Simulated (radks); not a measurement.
All-electron atom: Ho in [Xe] 4f11 6s2 (the NIST ground configuration). All-electron calculation, scalar-relativistic Kohn-Sham, LDA (Slater exchange, VWN5 correlation), spin-polarised, spherical densities, finite nucleus; open shells are filled with parallel spins first (spin-orbit coupling, left out, can overturn this in heavy ions); Fermi nuclear charge, rms radius 5.2022 fm; hard spherical wall at 2.5 bohr. Program: a radial shooting solver on a logarithmic mesh with Libxc functionals. Some entries of the table are withheld. Estimate them.

orbital  occ.  eigenvalue (eV)  <1/r> (bohr^-1)  <r> (bohr)
1s down     1        -55397.16            75.97     0.02076
1s up       1        -55397.16            75.97     0.02076
2s up       1        -9235.996            17.67     0.08816
2s down     1        -9235.946            17.67     0.08816
2p up       3        -8182.594            16.38     0.07809
2p down     3        -8182.558            16.38     0.07809
3s up       1        -2034.406            6.506      0.2302
3s down     1        -2033.211            6.508      0.2301
3p up       3        -1712.403            6.091      0.2291
3p down     3        -1711.216            6.094      0.2291
3d up       5        -1302.374            5.778      0.2081
3d down     5        -1301.448            5.780      0.2079
4s up       1        -374.0010            2.747      0.5199
4s down     1        -371.5072            2.746      0.5199
4p up       3        -268.1224            2.514      0.5517
4p down     3        -265.6658            2.513      0.5519
4d up       5        -125.1196            2.211      0.6005
4d down     5        -122.7260            2.209      0.6011
5s up       1         -22.0539            1.048       1.243
5s down     1         -20.8451            1.042       1.247
5p up       3           3.8895           0.9387       1.355
5p down     3           4.8941           0.9341       1.359
4f up       7          29.2075            1.602      0.8118
4f down     4          31.2860            1.588      0.8216
5d up       0          40.7062           0.8405         (1)
5d down     0          41.4930           0.8376         (2)
6s up       1              (3)           0.9425       1.543
6s down     1              (4)           0.9438       1.541
6p up       0         105.6336           0.9737       1.510
6p down     0         106.5421           0.9748       1.509
7s up       0         240.9821            1.077       1.474
7s down     0         241.9493            1.077       1.473

Answer. 
(1) 5d up <r> (bohr): 1.489
(2) 5d down <r> (bohr): 1.493
(3) 6s up eigenvalue (eV): 80.6948
(4) 6s down eigenvalue (eV): 81.5490
